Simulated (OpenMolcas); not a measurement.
An atom or ion with 23 electrons was computed by SS-CASPT2, IPEA 0.25 Eh, imaginary shift 0.1 Eh with spin-orbit coupling (OpenMolcas, ANO-RCC-VQZP, DKH2). The lowest levels that the run gave, each within 12 % of the measured value where one is at hand:

| J | Parity | E (cm⁻¹) | g |
| --- | --- | --- | --- |
| 5/2 | even | 0.0 | 2.001 |
| 5/2 | even | 47700 | 0.573 |
| 7/2 | even | 47820 | 0.985 |
| 11/2 | even | 47860 | 1.273 |
| 9/2 | even | 47890 | 1.172 |
| 5/2 | even | 52390 | 1.567 |
| 3/2 | even | 52680 | 1.675 |
| 1/2 | even | 53030 | 2.561 |
| 7/2 | even | 57160 | 1.427 |
| 1/2 | even | 57510 | 0.106 |
| 3/2 | even | 57780 | 1.255 |
| 5/2 | even | 57830 | 1.398 |

Question: Which ion is it, and what are the configurations and terms?

Answer: Cu VII (Z = 29, charge +6; active space 5 electrons in 5 orbitals (3d)). J, parity and g give the terms where levels are pure, and mixed ones are named by the computed weights; the size of the splittings, set against known spectra of the 23-electron sequence, gives the charge. In order, with the measured energies in cm⁻¹ (the list in Gamrath, thesis, University of Mons (2023)): 3d⁵ ⁶S_5/2, 3d⁵ ⁴G_5/2, 3d⁵ ⁴G_7/2, 3d⁵ ⁴G_11/2, 3d⁵ ⁴G_9/2, 3d⁵ ⁴P_5/2 (50732), 3d⁵ ⁴P_3/2 (51067), 3d⁵ ⁴P_1/2 (51407), 3d⁵ ⁴D_7/2 (55742), 3d⁵ ⁴D_1/2 (56210), 3d⁵ ⁴D_3/2 (56428), 3d⁵ ⁴D_5/2 (56427).

Term energies are means over components that CASPT2 splits; among the terms shown or strongly mixed into the levels shown the widest spread is 29 cm-1 (3d⁵ ⁴G). Computed and measured levels are paired by configuration, term and J; levels that our copy of the source lacks, or whose pairing is in doubt (as where it misses far off the trend of its configuration), stay unpaired and out of the deviations. Only configurations of the active space appear.
